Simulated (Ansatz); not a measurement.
`C[O][Ga-]([CH3])([CH3])[PH3+]` at its PBE0-D4/def2-TZVP geometry, where that method's forces vanish. Total charge 0; spin multiplicity 1.

```xyz
18

C    -0.3893    1.6033    1.6899
O     0.5075    1.2203    0.6944
Ga   -0.0211    0.1632   -0.7154
C    -1.9547   -0.2092   -0.8396
C     1.3264    0.1436   -2.1483
P     0.9323   -1.6988    0.9080
H    -1.2146    2.2209    1.3062
H     0.1372    2.1945    2.4489
H    -0.8505    0.7462    2.2101
H    -2.1449   -1.1246   -1.4040
H    -2.4089   -0.3108    0.1481
H    -2.4619    0.6095   -1.3571
H     2.3191    0.3414   -1.7399
H     1.1057    0.9196   -2.8858
H     1.3459   -0.8146   -2.6723
H     1.0230   -3.1104    0.9858
H     0.4583   -1.4799    2.2178
H     2.2905   -1.4143    1.1533
```

Task: What forces (eV/Å) does r2SCAN-D4/def2-TZVPP give on these atoms in Ansatz? (Best estimate.)

Result: Ansatz gave: 
```
C1  -0.197  0.084  0.219
O2   0.237 -0.042 -0.209
Ga3 -0.007 -0.075 -0.007
C4   0.012  0.021  0.006
C5  -0.014  0.022  0.024
P6  -0.040  0.031 -0.066
H7  -0.006 -0.002 -0.006
H8  -0.003 -0.005 -0.005
H9  -0.006 -0.010 -0.002
H10  0.001  0.016  0.008
H11  0.002  0.001 -0.016
H12 -0.001 -0.016  0.009
H13 -0.012 -0.004 -0.011
H14  0.010 -0.014  0.008
H15  0.001  0.018  0.009
H16  0.020 -0.022  0.034
H17  0.007 -0.001  0.000
H18 -0.005 -0.002  0.004
```
